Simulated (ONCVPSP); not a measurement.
## Logarithmic derivatives: Sn (Z = 50), ONCV

```
Element                 : Sn (Z = 50)
Generator               : ONCVPSP 4.0.1
Type                    : optimised norm-conserving Vanderbilt (ONCV)
Functional              : PBE
Relativity              : scalar-relativistic
Frozen core             : [Kr] 4d10
Valence charge          : 4
Reference configuration : 5s2 5p2
Partial waves           : 5s: rc 2.00 bohr, ncon 3, nbas 7, qcut 2.7 1/bohr, 2 projectors, debl 1.5 Ha; 5p: rc 2.45 bohr, ncon 3, nbas 8, qcut 3.8 1/bohr, 2 projectors, debl 2 Ha
Local potential         : polynomial inside 1.30 bohr (lpopt 5, dvloc0 0 Ha)
Core correction         : Teter function, parameters optimised by the program
```

The phase is arctan(r·R′/R) of the radial function R(r), unwrapped; energies in Ha, scanned from -2 to 5 Ha. A pole is an energy at which the radial function vanishes at the test radius. The pseudo phase is shifted by a multiple of π to meet the all-electron one at the reference energy, and phase errors are pseudo minus all-electron; the curves can meet again beyond the range given. Levels narrower than the energy grid can be missing from the lists of poles.

| channel | radius (bohr) | reference energy (Ha) | poles, all-electron | poles, pseudo | unbroken range about the reference energy with phases within 0.05 rad | phase error 1 Ha above the reference energy (rad) |
| --- | --- | --- | --- | --- | --- | --- |
| s | 2.03 | -0.39 | 1.70 | -1.78, 1.70 | -1.7 to 3.8 | +0.000 |
| p | 2.49 | -0.14 | 1.14 | 1.13 | below 2.8 | -0.001 |

Note: ghosts flagged at negative energy: s at -48.5 eV; GHOST(+) flagged for p at 48.1 eV. A true bound ghost makes a file unfit for plane-wave use.

Phases in the p channel:

| E (Ha) | all-electron | pseudo |
| --- | --- | --- |
| -1.98 | 1.280 | 1.278 |
| -1.80 | 1.256 | 1.254 |
| -1.62 | 1.227 | 1.224 |
| -1.44 | 1.189 | 1.186 |
| -1.26 | 1.137 | 1.135 |
| -1.08 | 1.066 | 1.063 |
| -0.90 | 0.958 | 0.955 |
| -0.72 | 0.780 | 0.778 |
| -0.54 | 0.467 | 0.465 |
| -0.36 | -0.057 | -0.058 |
| -0.18 | -0.625 | -0.625 |
| 0.00 | -0.994 | -0.994 |
| 0.18 | -1.202 | -1.202 |
| 0.36 | -1.327 | -1.328 |
| 0.54 | -1.411 | -1.412 |
| 0.72 | -1.472 | -1.473 |
| 0.90 | -1.519 | -1.520 |
| 1.08 | -1.559 | -1.560 |
| 1.26 | -1.595 | -1.596 |
| 1.44 | -1.628 | -1.629 |
| 1.62 | -1.662 | -1.663 |
| 1.80 | -1.698 | -1.698 |
| 1.98 | -1.740 | -1.740 |
| 2.16 | -1.792 | -1.791 |
| 2.34 | -1.863 | -1.859 |
| 2.52 | -1.968 | -1.958 |
| 2.70 | -2.147 | -2.125 |
| 2.88 | -2.503 | -2.445 |
| 3.06 | -3.171 | -3.063 |
| 3.24 | -3.818 | -3.738 |
| 3.42 | -4.153 | -4.111 |
| 3.60 | -4.322 | -4.298 |
| 3.78 | -4.420 | -4.406 |
| 3.96 | -4.485 | -4.475 |
| 4.14 | -4.530 | -4.523 |
| 4.32 | -4.564 | -4.560 |
| 4.50 | -4.591 | -4.588 |
| 4.68 | -4.613 | -4.612 |
| 4.86 | -4.632 | -4.632 |
